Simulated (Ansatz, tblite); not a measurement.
Forces on Ge8AsH16⁺, a doped cluster cut from the lattice of germanium (As on a surface site) at its PBE-D4/def2-SVP geometry. The state is a singlet with charge 1.

The xTB rows come from tblite.

GFN1-xTB (tblite), largest force 0.70 eV/Å:

```xyz
25
positions Å, forces eV/Å
As    1.293   -1.024   -1.336    0.061   -0.044   -0.085
Ge   -1.594   -1.920    1.263    0.027   -0.142   -0.623
Ge    1.600    1.255    1.917    0.268    0.099   -0.576
Ge   -1.483    1.638   -0.711    0.147   -0.107   -0.202
Ge    2.881    0.024    0.232   -0.151    0.077    0.240
Ge   -0.021   -2.867   -0.357   -0.129    0.100    0.244
Ge   -0.124    0.633   -2.482   -0.054    0.043    0.061
Ge   -2.896   -0.105    0.268    0.279   -0.086    0.141
Ge    0.006    2.780    0.862    0.059   -0.305    0.095
H     2.159   -1.675   -2.411   -0.293    0.222    0.358
H    -0.759   -1.451    2.482   -0.392   -0.327   -0.334
H    -2.506   -3.106    1.674    0.346    0.419    0.068
H     2.661    2.031    2.740   -0.419   -0.342   -0.092
H     0.905    0.200    2.814    0.383    0.442   -0.172
H    -2.374    2.684   -1.442    0.194   -0.236    0.201
H     3.706   -1.186    0.739   -0.158    0.582   -0.318
H     3.725    0.907   -0.722   -0.184   -0.467    0.468
H     1.077   -3.800    0.212   -0.508    0.230   -0.391
H    -0.674   -3.487   -1.618    0.359    0.079    0.580
H    -0.879   -0.227   -3.528    0.426    0.477    0.276
H     0.915    1.558   -3.165   -0.516   -0.460    0.085
H    -3.787   -0.698   -0.854    0.112    0.222    0.498
H    -3.781    0.530    1.372    0.088   -0.278   -0.495
H     0.802    3.860    0.083   -0.317   -0.202    0.410
H    -0.852    3.445    1.970    0.374    0.005   -0.437
```

GFN2-xTB (tblite), largest force 0.55 eV/Å:

```
As 0.217 -0.171 -0.223
Ge -0.258 -0.228 0.036
Ge 0.212 0.240 0.131
Ge -0.252 0.268 -0.071
Ge -0.044 -0.104 -0.051
Ge 0.109 0.050 -0.021
Ge 0.117 -0.103 -0.067
Ge -0.259 -0.009 0.069
Ge -0.009 0.239 0.120
H -0.259 0.197 0.310
H -0.249 -0.242 -0.229
H 0.364 0.406 0.029
H -0.398 -0.351 -0.130
H 0.279 0.283 -0.118
H 0.204 -0.237 0.156
H -0.062 0.315 -0.225
H -0.069 -0.305 0.234
H -0.263 0.111 -0.267
H 0.249 0.015 0.300
H 0.267 0.238 0.092
H -0.248 -0.273 -0.012
H 0.149 0.190 0.409
H 0.152 -0.235 -0.416
H -0.267 -0.222 0.324
H 0.317 -0.073 -0.382
```

r2SCAN-D4/def2-SVP (Ansatz), largest force 0.28 eV/Å:

```
As 0.109 -0.088 -0.105
Ge 0.000 -0.079 0.073
Ge 0.062 -0.016 0.085
Ge -0.049 0.062 -0.065
Ge 0.082 -0.025 -0.061
Ge 0.038 -0.069 -0.070
Ge 0.044 -0.028 -0.079
Ge -0.111 -0.006 0.005
Ge 0.003 0.108 0.028
H -0.156 0.118 0.192
H -0.152 -0.085 -0.214
H 0.147 0.202 -0.060
H -0.183 -0.126 -0.130
H 0.124 0.189 -0.155
H 0.142 -0.169 0.128
H -0.135 0.201 -0.080
H -0.142 -0.140 0.165
H -0.183 0.152 -0.091
H 0.101 0.104 0.215
H 0.118 0.141 0.167
H -0.169 -0.145 0.109
H 0.145 0.089 0.183
H 0.144 -0.106 -0.184
H -0.122 -0.176 0.128
H 0.143 -0.107 -0.184
```
